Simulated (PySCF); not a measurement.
# Simulated absorption spectrum

Compound: C6H8O.
SMILES with atom numbers: `[CH3:1][CH:2]=[C:3]=[CH:4][C:5]([CH3:6])=[O:7]` (hydrogens: H8, H9, H10 on C1; H11 on C2; H12 on C4; H13, H14, H15 on C6)

Computed with TDDFT B3LYP/def2-SVPD, vertical, gas phase, core orbitals frozen in the response in PySCF 2.14.0, density-fitted response routines. Isolated species at its PBE0-D3(BJ)/def2-SVP geometry (one conformer only). Torsions of this conformer, `[CH3:1][CH:2]=[C:3]=[CH:4][C:5]([CH3:6])=[O:7]`: C3–C4–C5–C6 1°.

Computed states:

```tsv
state	E (eV)	f
S1	3.77	0.0002
S2	4.93	0.0000
S3	5.70	0.059
S4	6.13	0.0002
S5	6.22	0.439
S6	6.34	0.128
```

Each state is given a Gaussian of 0.25 eV full width at half maximum, with ε(max) = 2.175×10⁸ f / Δν̃ (Δν̃ the width in cm⁻¹). The width is an assumption, not a result. The curve ends short of the highest state used, and states not computed would add to its high-energy end.

Task: What does the envelope look like, and where are its maxima?

Result: 
(λ (nm), ε (L mol⁻¹ cm⁻¹)): (216.1, 6037), (220.3, 4983), (224.6, 1462), (228.9, 170), (233.2, 9), (237.4, 0), (241.7, 1), (246.0, 2), (250.3, 3), (254.5, 3), (258.8, 1), (263.1, 0), (267.4, 0), (271.6, 0), (275.9, 0), (280.2, 0), (284.5, 0), (288.8, 0), (293.0, 0), (297.3, 0), (301.6, 0), (305.9, 0), (310.1, 2), (314.4, 4), (318.7, 9), (323.0, 14), (327.2, 17), (331.5, 17), (335.8, 14), (340.1, 9), (344.3, 5), (348.6, 3), (352.9, 1), (357.2, 0), (361.4, 0), (365.7, 0)

Maxima: 329 nm (3.76 eV), ε about 17, made up of S1 (100%); 217 nm (5.70 eV), ε about 6400, made up of S3 (100%) (ε in L mol⁻¹ cm⁻¹; maxima over ε = 5, shares over 10%).

Task: What would ε be at 5.70 eV, the highest of these maxima, with half the width (0.125 eV)?

Result: About 12700 L mol⁻¹ cm⁻¹ against 6370, a factor of about 2.00; a lone state at its own centre would give exactly 2.

Task: Coming from long wavelengths, where does ε first pass 100 L mol⁻¹ cm⁻¹?

Result: At about 230 nm (5.40 eV), 1.63 eV above S1.

Task: On this curve, what absorbance would a 10⁻⁴ mol/L sample give at 222 nm over a 1 cm path?

Result: 222 nm is 5.585 eV, where ε is about 3500 L mol⁻¹ cm⁻¹, so A = ε c l ≈ 0.35 (Beer–Lambert, with the gas-phase spectrum and the assumed width).

Rough CPU time on one thread of a shared machine: about 80 s.
